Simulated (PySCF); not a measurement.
# NMR parameters of (H2B-mu-NH2)3

(H2B-mu-NH2)3, B3H12N3, point group C3v.

Bonds: B1-N4, B1-N12, N4-B5, B5-N8, N8-B9, B9-N12. B1 carries H2, H3; N4 carries H13, H14; B5 carries H6, H7; N8 carries H15, H16; B9 carries H10, H11; N12 carries H17, H18.

GIAO calculations in PySCF on the PBE0-D3(BJ)/def2-SVP structure: isolated species, non-relativistic, equivalent atoms averaged; basis pcSseg-1.

Problem. Give the isotropic shieldings (ppm) with KT2, PBE0.

Solution. 
```csv
atoms,environment,KT2,PBE0
N4/N8/N12,"nitrogen bonded to 2 B, 2 H",212.1,219.0
B1/B5/B9,"boron bonded to 2 N, 2 H",114.6,116.6
H2/H3/H6/H7/H10/H11,hydrogen on a boron bonded to 2 N,28.42,28.62
H13/H14/H15/H16/H17/H18,hydrogen on a nitrogen bonded to 2 B,29.44,29.62
HOMO–LUMO gap (eV),–,6.16,8.36
```

Problem. And the chemical shifts, against references computed in the same way?

Solution. 
```
                  atoms  nucleus, reference    KT2   PBE0
              N4/N8/N12            15N, NH3   52.2   46.7
               B1/B5/B9       11B, BF3·OEt2  -14.7  -15.9
    H2/H3/H6/H7/H10/H11             1H, TMS   2.76   2.64
H13/H14/H15/H16/H17/H18             1H, TMS   1.74   1.65
```

Problem. Which part of the shielding of N4/N8/N12 depends on the functional?

Solution. Diamagnetic: KT2 316, PBE0 316 ppm; paramagnetic: KT2 -104, PBE0 -97 ppm. The diamagnetic part, set mainly by inner electrons, hardly moves; the paramagnetic part goes with low-lying magnetically allowed excitations and carries the spread.

Problem. What couplings does B3LYP/pcJ-1 (spin–dipole term only in couplings to heteroatoms) give?

Solution. 1J(B1,H2) = 113.8, 1J(N4,H13) = -66.3, 1J(B1,N4) = -9.6, 2J(H13,H14) = -15.9, 2J(H2,H3) = -6.0, 2J(B1,H13) = -3.9, 3J(H2,H13) = 5.0, 3J(B1,H6) = 2.6 Hz (averaged over equivalent pairs; isotopes 11B, 1H, 15N).

Experimental scales use liquid or dissolved standards, which lie at an offset from isolated NH3 (liquid NH3: subtract about 20 ppm).
